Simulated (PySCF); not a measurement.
A GIAO shielding run with PySCF (density fitting, non-relativistic, gas phase) on `CC(=O)/C=C/c1ccccc1`, C₁₀H₁₀O:

```
{"job": {"kind": "nmr", "xc": "PBE0", "basis": "pcSseg-1"}, "charge": 0, "multiplicity": 1}
C      4.043769     0.363784     0.316625
C      2.894937    -0.614618     0.387888
O      3.059350    -1.804116     0.554875
C      1.568019    -0.000784     0.234356
C      0.454895    -0.748519     0.258195
C     -0.911940    -0.296582     0.098244
C     -1.926565    -1.248607    -0.039555
C     -3.240528    -0.863705    -0.219590
C     -3.571308     0.481304    -0.256097
C     -2.579181     1.437514    -0.104529
C     -1.263908     1.055879     0.069770
H      4.989763    -0.158357     0.429467
H      4.023717     0.881317    -0.640641
H      3.939663     1.106223     1.105733
H      1.541983     1.069080     0.091285
H      0.588777    -1.816221     0.391435
H     -1.671339    -2.298073    -0.012332
H     -4.010512    -1.612810    -0.330463
H     -4.597796     0.784793    -0.398040
H     -2.835934     2.486838    -0.121727
H     -0.504783     1.812604     0.194994
```

Hardware: 1 thread of an x86-64 server CPU, shared host. The job also computes population analyses, field gradients, ring-centre shieldings.

Question: How large is the calculation?

Answer: 78 electrons, 237 basis functions and 1219 auxiliary functions.

Question: How long does it take?

Answer: 35 s of wall time, with 15 SCF cycles and 5 response iterations. Times on a shared host scatter by some tens of per cent.
